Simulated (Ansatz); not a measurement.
Energy profile

The step: Si₂H₆ ([SiH3][SiH3]) + NH₃ + HF → Si₂NH₇ ([NH2][SiH2][SiH3]) + HF + H₂; bonds formed: Si1–N7, H2–H8, H6–F9; bonds broken: Si1–H2, H6–N7, H8–F9 (atoms numbered as in the saddle structure below).

```
14
angstrom
Si -0.8662 -0.1685 -0.2614
H 0.8638 -1.0105 -0.1821
H -1.3547 -1.5557 -0.4274
H -2.1546 0.6272 -0.1530
Si 0.3990 0.8701 -1.9155
H 0.2507 -0.5729 1.8935
N -0.4255 0.1924 1.5389
H 1.1217 -1.3841 0.6851
F 1.2463 -1.6271 1.8362
H 1.0578 -0.1684 -2.7462
H -0.3672 1.8065 -2.7861
H 1.4448 1.6570 -1.2018
H 0.0511 1.0874 1.6152
H -1.2671 0.2465 2.1047
```

Electronic energies by CCSD(T) at an estimated basis limit (MP2 extrapolated from triple and quadruple zeta, plus CCSD(T) − MP2 in triple zeta), on PBE0-D4/def2-TZVP structures; Si₂NH₁₀F, closed shell; no counterpoise correction. Ansatz 0.2.0; basis: def2-TZVPP and def2-QZVPP; cores frozen in the correlated methods. Extrapolation: Hartree–Fock as exp(−7.88 √X), correlation as X^−2.97.

Give the profile in kJ/mol, counted from the separated reactants. (To be estimated.)

Computed:
```tsv
point	kJ/mol
separated: Si₂H₆ (linked as [SiH3][SiH3]; Si1, H2, H3, H4, Si5, H10, H11, H12; singlet) + NH₃ (H6, N7, H13, H14; singlet) + HF (H8, F9; singlet)	0.0
start structure	-58.4
saddle	93.8
end structure	-60.8
separated: Si₂NH₇ (linked as [NH2][SiH2][SiH3]; Si1, H3, H4, Si5, N7, H10, H11, H12, H13, H14; singlet) + H₂ (H2, H8; singlet) + HF (H6, F9; singlet)	-15.8
```

T1 diagnostic: at most 0.013.

For scale, one of the runs: CCSD(T)/def2-TZVPP, 286 basis functions, launched by `ansatz run in.yaml --threads 8 --pin off --events-out ev --progress --plain --max-ram 19148MiB`. Time: 2.4 min of wall clock on 8 CPU threads of an Arm Neoverse V1; the host was shared. Peak host memory: 8.4 GiB.
